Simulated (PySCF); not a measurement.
First SCF of a structure search on doublet W(OH)₃, at a hand-made trigonal planar (heavy-atom frame) geometry. PySCF input:

```python
from pyscf import gto, scf, dft
mol = gto.M(atom='''
W      0.000000     0.000000     0.000000
O      2.000000     0.000000     0.000000
O     -1.000000     1.732100     0.000000
O     -1.000000    -1.732100     0.000000
H      2.617100    -0.735400     0.000000
H     -0.671700     2.634200     0.000000
H     -1.945400    -1.898800     0.000000''',
    basis={'W': 'def2-TZVP', 'O': 'def2-TZVP', 'H': 'def2-TZVP'},
    ecp={'W': 'def2-TZVP'},
    charge=0, spin=1)
mf = dft.UKS(mol, xc='PBE0')
mf.grids.atom_grid = (50, 194)
aux = {'W': 'def2-universal-JKFIT', 'O': 'def2-universal-JKFIT', 'H': 'def2-universal-JKFIT'}
mf = mf.density_fit(auxbasis=aux)
mf.conv_tol = 1e-08
mf.diis_space = 10
mf.max_cycle = 60
mf.init_guess = 'minao'
mf.verbose = 4
mf.kernel()
```

Excerpt of the output (cycles alone):

```
init E= -274.742622737183
cycle= 1 E= -293.977136873377  delta_E= -19.2  |g|=  1.1  |ddm|= 5.38
cycle= 2 E= -289.680963854763  delta_E=  4.3  |g|= 3.37  |ddm|= 2.14
cycle= 3 E= -294.337105953629  delta_E= -4.66  |g|= 0.404  |ddm|= 1.98
cycle= 4 E= -294.415240647698  delta_E= -0.0781  |g|= 0.158  |ddm|= 0.719
cycle= 5 E= -294.427179067808  delta_E= -0.0119  |g|= 0.0521  |ddm|= 0.152
cycle= 6 E= -294.42816869072  delta_E= -0.00099  |g|= 0.0191  |ddm|= 0.0313
cycle= 7 E= -294.428378779623  delta_E= -0.00021  |g|= 0.00269  |ddm|= 0.0206
cycle= 8 E= -294.428414591374  delta_E= -3.58e-05  |g|= 0.0018  |ddm|= 0.0138
cycle= 9 E= -294.428438909182  delta_E= -2.43e-05  |g|= 0.00156  |ddm|= 0.0139
cycle= 10 E= -294.428449829098  delta_E= -1.09e-05  |g|= 0.00107  |ddm|= 0.00928
cycle= 11 E= -294.428457113418  delta_E= -7.28e-06  |g|= 0.000373  |ddm|= 0.011
cycle= 12 E= -294.428458546532  delta_E= -1.43e-06  |g|= 0.000239  |ddm|= 0.00466
cycle= 13 E= -294.428458968841  delta_E= -4.22e-07  |g|= 0.000127  |ddm|= 0.00242
... 10 lines left out ...
cycle= 24 E= -294.428453774803  delta_E= 8.19e-07  |g|= 0.000137  |ddm|= 0.00749
cycle= 25 E= -294.428450698851  delta_E= 3.08e-06  |g|= 0.000363  |ddm|= 0.0363
cycle= 26 E= -294.428450648002  delta_E= 5.08e-08  |g|= 0.000349  |ddm|= 0.00101
cycle= 27 E= -294.428450279183  delta_E= 3.69e-07  |g|= 0.000238  |ddm|= 0.00801
cycle= 28 E= -294.428449479817  delta_E= 7.99e-07  |g|= 0.000323  |ddm|= 0.0276
cycle= 29 E= -294.428449526351  delta_E= -4.65e-08  |g|= 0.000159  |ddm|= 0.0108
cycle= 30 E= -294.428449536421  delta_E= -1.01e-08  |g|= 0.000119  |ddm|= 0.00106
cycle= 31 E= -294.428449536099  delta_E= 3.22e-10  |g|= 4.74e-05  |ddm|= 0.0032
Extra cycle  E= -294.428449535651  delta_E= 4.48e-10  |g|= 7.6e-05  |ddm|= 9.31e-05
converged SCF energy = -294.428449535651  <S^2> = 0.78263352  2S+1 = 2.0323715
```

This is not the lowest solution: another start and a stability analysis within the same unrestricted form found one 14.5 kJ/mol lower, at -294.43396 Eh.

Other spin states or occupations of the open shell can lie lower. Spin–orbit coupling, left out here, can matter for elements this heavy.

The search for the lowest solution, 3 starts and the stability check together, took 54 s on 4 threads of a shared Arm Neoverse V2 host, with 151 basis functions; the process peaked at 1.1 GiB.
